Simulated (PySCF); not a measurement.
# C₆H₁₄N₂Si₂: full NMR table

```yaml
Formula: C6H14N2Si2
SMILES: C#CC(=C)N([SiH3])[SiH2]N(C)C
Point_group_of_the_computed_structure: C1
Degrees_of_unsaturation: 3
Carbon_signals: 5
Proton_signals: 6
```

Molfile (atoms numbered from 1):
```
C6H14N2Si2
     RDKit          3D

 24 23  0  0  0  0  0  0  0  0999 V2000
   -2.7364    0.0196    1.8825 C   0  0  0  0  0  0  0  0  0  0  0  0
   -1.9882   -0.3554    1.0041 C   0  0  0  0  0  0  0  0  0  0  0  0
   -1.1091   -0.7584   -0.0598 C   0  0  0  0  0  0  0  0  0  0  0  0
   -0.8014   -2.0653   -0.2020 C   0  0  0  0  0  0  0  0  0  0  0  0
   -0.6119    0.2813   -0.8700 N   0  0  0  0  0  0  0  0  0  0  0  0
   -1.4719    1.8276   -0.9176 Si  0  0  0  0  0  4  0  0  0  0  0  0
    0.9124    0.0203   -1.7401 Si  0  0  0  0  0  4  0  0  0  0  0  0
    2.1456   -0.5652   -0.6911 N   0  0  0  0  0  0  0  0  0  0  0  0
    2.7206   -1.8816   -0.7636 C   0  0  0  0  0  0  0  0  0  0  0  0
    2.4846    0.1736    0.4990 C   0  0  0  0  0  0  0  0  0  0  0  0
   -3.3985    0.3551    2.6595 H   0  0  0  0  0  0  0  0  0  0  0  0
   -0.1607   -2.4240   -1.0093 H   0  0  0  0  0  0  0  0  0  0  0  0
   -1.2057   -2.7977    0.4960 H   0  0  0  0  0  0  0  0  0  0  0  0
   -0.8965    2.5898   -2.0617 H   0  0  0  0  0  0  0  0  0  0  0  0
   -1.2849    2.6271    0.3304 H   0  0  0  0  0  0  0  0  0  0  0  0
   -2.9287    1.6138   -1.1519 H   0  0  0  0  0  0  0  0  0  0  0  0
    0.7841   -0.9843   -2.8368 H   0  0  0  0  0  0  0  0  0  0  0  0
    1.2202    1.3693   -2.2942 H   0  0  0  0  0  0  0  0  0  0  0  0
    3.8265   -1.8407   -0.7704 H   0  0  0  0  0  0  0  0  0  0  0  0
    2.4059   -2.3927   -1.6855 H   0  0  0  0  0  0  0  0  0  0  0  0
    2.4175   -2.5154    0.0932 H   0  0  0  0  0  0  0  0  0  0  0  0
    2.1053   -0.3174    1.4167 H   0  0  0  0  0  0  0  0  0  0  0  0
    3.5799    0.2850    0.6067 H   0  0  0  0  0  0  0  0  0  0  0  0
    2.0506    1.1851    0.4686 H   0  0  0  0  0  0  0  0  0  0  0  0
  1  2  3  0
  2  3  1  0
  3  4  2  0
  3  5  1  0
  5  6  1  0
  5  7  1  0
  7  8  1  0
  8  9  1  0
  8 10  1  0
  1 11  1  0
  4 12  1  0
  4 13  1  0
  6 14  1  0
  6 15  1  0
  6 16  1  0
  7 17  1  0
  7 18  1  0
  9 19  1  0
  9 20  1  0
  9 21  1  0
 10 22  1  0
 10 23  1  0
 10 24  1  0
M  END
```

PySCF 2.14 calculation with coordinates at the PBE0-D3(BJ)/def2-SVP level and σ from GIAO-PBE0/pcSseg-1; relativity neglected, fast rotation and ring inversion assumed for equivalent nuclei, in vacuum, one computed conformer.

δ = σ(ref) − σ, references computed at the same level: TMS for ¹H, ¹³C, ²⁹Si; ¹⁵N vs NH3.

| carbon | δC, type | δH (multiplicity) | HMBC from (2–3 bonds) | span of the C tensor (ppm) |
| --- | --- | --- | --- | --- |
| C1 | 87.0, CH | 3.11 (s) | – | 173 |
| C2 | 84.7, C | – | H13, H12, H11 | 298 |
| C3 | 139.9, C | – | H13, H17/H18, H12, H14/H15/H16, H11 | 195 |
| C4 | 112.2, CH2 | H12 4.74 (br s); H13 5.21 (br s) | – | 191 |
| C9/C10 | 39.9, CH3 | 2.51 (s) | H17/H18, H19/H20/H21/H22/H23/H24 | 64 |

Other nuclei:
```json
{"atoms": "H17/H18", "nucleus": "¹H", "environment": "hydrogen on a silicon bonded to 2 N", "δ (ppm)": "4.91", "σ (ppm)": "26.35"}
{"atoms": "H14/H15/H16", "nucleus": "¹H", "environment": "hydrogen on a silicon bonded to N", "δ (ppm)": "4.74", "σ (ppm)": "26.53"}
{"atoms": "Si7", "nucleus": "²⁹Si", "environment": "silicon bonded to 2 N, 2 H", "δ (ppm)": "-26.2", "σ (ppm)": "378.2"}
{"atoms": "Si6", "nucleus": "²⁹Si", "environment": "silicon bonded to N, 3 H", "δ (ppm)": "-51.7", "σ (ppm)": "403.7"}
{"atoms": "N5", "nucleus": "¹⁵N", "environment": "enamine nitrogen", "δ (ppm)": "77.9", "σ (ppm)": "187.8"}
{"atoms": "N8", "nucleus": "¹⁵N", "environment": "nitrogen bonded to 2 C, Si", "δ (ppm)": "26.6", "σ (ppm)": "239.1"}
```

- Carbon types of the structure: 2 × C, 1 × CH, 1 × CH2, 2 × CH3, leaving 5 H on heteroatoms.
- δC 139.9: alkene carbon bearing nitrogen; an sp2 carbon further deshielded by the attached heteroatom.
- δC 112.2: β carbon of an enol-ether or enamine type C=C; the O or N lone pair pushes π density onto this β carbon and shields it.
- δC 87.0: terminal alkyne carbon; sp carbons lie upfield of alkene carbons because the cylindrical π system leaves one tensor component strongly shielded.
- δC 84.7: alkyne carbon; sp carbons lie upfield of alkene carbons because the cylindrical π system leaves one tensor component strongly shielded.
- δH 3.11: hydrogen on a terminal alkyne carbon; it lies on the axis of the triple bond, in its shielding cone.

Shifts are as computed. Against solution values, carbons near 30 ppm lie about +2 ppm off and those near 130 ppm about +5 ppm. Of 1309 compounds with measured shifts, 239 miss one by over three times the rms of a fit or turn the order of signals round; such compounds aren't used in these exercises. Experimental scales use liquid or dissolved standards, which lie at an offset from isolated NH3 (liquid NH3: subtract about 20 ppm). Multiplicities follow the n + 1 count of equivalent neighbours, as no J values were calculated; m marks all less simple cases, F and P coupling included.
